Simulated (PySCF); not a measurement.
stibine (H3Sb), SMILES [SbH3].

Geometry: PBE0-D3(BJ)/def2-TZVPD. The def2 effective core potentials stand for the cores of Sb; spin–orbit coupling is left out.

These are HF/def2-TZVPD (PySCF) values and carry that method's errors.

Symmetry labels are those of the subgroup Cs that the program uses (full group C3v).

Computed valence orbital energies around the gap with their symmetry:
```tsv
orbital	symmetry	energy (eV)
HOMO−7	A"	-44.15
HOMO−6	A'	-43.98
HOMO−5	A"	-43.98
HOMO−4	A'	-43.87
HOMO−3	A'	-20.41
HOMO−2	A'	-12.58
HOMO−1	A"	-12.58
HOMO	A'	-9.81
LUMO	A'	1.81
LUMO+1	A'	2.31
LUMO+2	A"	2.31
LUMO+3	A'	3.72
```
